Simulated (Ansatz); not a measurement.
Cartesian coordinates in Å:
```
F 1.291 1.374 -1.588
B 0.509 0.636 -0.915
C -0.370 -0.178 -0.206
C -0.176 -0.493 1.154
N -0.015 -0.751 2.268
H -1.239 -0.589 -0.713
```

Total charge 0; spin multiplicity 1. The bonds changed during the relaxation, so this is another structure than the one it started from.

**Question.** List the ωB97M-V/def2-TZVPP orbital energies in eV (the Gaussian-basis code of Ansatz). (Estimate.)

**Answer.** Computed: Occupied: -680.77, -394.27, -282.47, -282.25, -191.46, -39.71, -27.85, -24.08, -20.64, -18.40, -18.27, -17.46, -16.12, -12.97, -12.64, -11.61, -9.45. Lowest empty: 0.37, 0.84, 1.77, 2.66, 3.39, 3.91, 3.97, 5.05.
